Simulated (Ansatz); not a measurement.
Species: tribromo(hydroxy)silane, sum formula HSiOBr$_{3}$, charge 0, multiplicity 1. 
Coordinates optimised at B3LYP-D3(BJ)/def2-TZVP (Ansatz, a program for electronic structure):
```xyz
6

Si    -0.3854     0.0297    -0.2892
Br    -0.6666    -1.5689     1.2211
Br    -0.0672     1.9442     0.7825
Br     1.3425    -0.4252    -1.5709
O     -1.6718     0.1260    -1.2757
H     -2.5319     0.3209    -0.8897
```

Parts of the frozen-core correlation energy in def2-SVP (Ansatz, hartree). Frozen orbitals: 48; correlated occupied orbitals by spin: 16 and 16; virtual: 69 and 69. No spin-orbit coupling. No relativistic terms.

| term | value |
|---|---|
| reference (HF) | -8080.72307 |
| MP2 opposite-spin | (withheld) |
| MP2 same-spin | (withheld) |
| CCSD correlation | -0.66689 |
| (T) | (withheld) |
| T1 diagnostic | 0.010 |
| largest doubles amplitude | 0.023 |

Complete the blanks.


- MP2 opposite-spin, value: -0.45856
- MP2 same-spin, value: -0.17335
- (T), value: -0.01708
